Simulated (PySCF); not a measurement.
Computed with PBE-D3(BJ)/def2-TZVP // CAM-B3LYP-D3(BJ)/def2-TZVP run with PySCF. Gas-phase values, no solvent. Excitations are Tamm–Dancoff values on a coarser integration grid. The basis has no diffuse functions, so Rydberg states are missing or too high.

Reference species (SMILES): `N=C=C=O` (neutral, multiplicity 1).

* **S1 excitation (TDA)**: 0.99 eV
* **S1 oscillator strength**: 0.000
* **LUMO**: -4.49 eV
* **HOMO–LUMO gap**: 0.70 eV

Changed species: `C(=O)C#N`.

**Question.** What does the change do to the S1 excitation (TDA), S1 oscillator strength, LUMO and HOMO–LUMO gap?

**Answer.** the S1 excitation (TDA) goes up by 2.60 eV, to 3.59 eV; the S1 oscillator strength stays essentially unchanged; the LUMO rises by 0.37 eV, to -4.12 eV; the HOMO–LUMO gap rises by 2.63 eV, to 3.33 eV.
